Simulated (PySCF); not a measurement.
Molfile (atoms numbered from 1):
```
C6H4FNO
     RDKit          3D

 13 13  0  0  0  0  0  0  0  0999 V2000
   -0.4036   -2.2691    2.1341 N   0  0  0  0  0  0  0  0  0  0  0  0
   -0.3180   -1.7071    1.1437 C   0  0  0  0  0  0  0  0  0  0  0  0
   -0.1903   -0.9230   -0.0815 C   0  0  0  0  0  0  0  0  0  0  0  0
   -0.3939   -1.7998   -1.1712 F   0  0  0  0  0  0  0  0  0  0  0  0
    1.1857   -0.3274   -0.1766 C   0  0  0  0  0  0  0  0  0  0  0  0
    1.3660    0.9843   -0.2865 C   0  0  0  0  0  0  0  0  0  0  0  0
    0.3792    1.9086   -0.2951 O   0  0  0  0  0  0  0  0  0  0  0  0
   -0.8882    1.4410   -0.2367 C   0  0  0  0  0  0  0  0  0  0  0  0
   -1.2285    0.1620   -0.1212 C   0  0  0  0  0  0  0  0  0  0  0  0
    2.0178   -1.0100   -0.1859 H   0  0  0  0  0  0  0  0  0  0  0  0
    2.3403    1.4418   -0.3688 H   0  0  0  0  0  0  0  0  0  0  0  0
   -1.6106    2.2418   -0.2837 H   0  0  0  0  0  0  0  0  0  0  0  0
   -2.2604   -0.1425   -0.0884 H   0  0  0  0  0  0  0  0  0  0  0  0
  1  2  3  0
  2  3  1  0
  3  4  1  0
  3  5  1  0
  5  6  2  0
  6  7  1  0
  7  8  1  0
  8  9  2  0
  9  3  1  0
  5 10  1  0
  6 11  1  0
  8 12  1  0
  9 13  1  0
M  END
```

Theory: PBE0/pcSseg-1 with gauge-including orbitals, coordinates at the GFN2-xTB level, in PySCF (non-relativistic Hamiltonian, no solvent, one computed conformer, equivalent nuclei averaged).

List the cross peaks expected in HSQC, COSY and HMBC spectra.

## Answers



HSQC (one-bond C–H):
```tsv
δH	δC
7.07 (H11/H12)	151.3 (C6/C8)
5.73 (H10/H13)	109.4 (C5/C9)
```

COSY cross peaks (H two or three bonds apart, from the bond graph; peaks can be absent where the dihedral angle is near 90°):
```tsv
δH	δH
7.07 (H11/H12)	5.73 (H10/H13)
```

HMBC (two and three bonds, from the bond graph):
```tsv
δH	δC
7.07 (H11/H12)	151.3 (C6/C8), 109.4 (C5/C9), 75.8 (C3)
5.73 (H10/H13)	151.3 (C6/C8), 121.8 (C2), 109.4 (C5/C9), 75.8 (C3)
```

Scale: ¹H (σref 31.72), ¹³C (σref 186.93) vs TMS (reference shieldings calculated alike).

Shifts are as computed. Against solution values, carbons near 30 ppm lie about +3 ppm off and those near 130 ppm about +5 ppm. Of 1211 compounds with measured shifts, 218 miss one by over three times the rms of a fit or turn the order of signals round; such compounds aren't used in these exercises.
